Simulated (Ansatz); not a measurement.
Job for Ansatz (a first-principles code): R-CCSD(T)/cc-pV(T+d)Z on F2H2Si (SMILES F[SiH2]F). The basis file is the Basis Set Exchange's JSON of that set.

Ansatz 0.2 input:
```yaml
crystal:
  periodic: [false, false, false]
  atoms:
    - {symbol: Si, position_ang: [0.02749681, -0.01947360, 0.04607959]}
    - {symbol: F, position_ang: [-1.11755885, -0.78354306, -0.75285068]}
    - {symbol: F, position_ang: [0.27124656, 1.38290955, -0.66606658]}
    - {symbol: H, position_ang: [1.26408951, -0.80864229, -0.04252901]}
    - {symbol: H, position_ang: [-0.44527403, 0.22874939, 1.41526668]}
basis:
  gaussian:
    orbitals: cc-pV_T+d_Z.json
magnetization: {spin_polarized: false}
correlation: {method: ccsd_t, electrons: outside_noble_gas}
scf: {lower_state_search: off}
```

Q: Give the final energy of this run.

A: -489.8631 hartree (reference determinant -489.2055, T1 diagnostic 0.011).

Q: How many basis functions does it have, and what does it roughly cost on one machine?

A: 127 functions; around 7 core-seconds (rough).
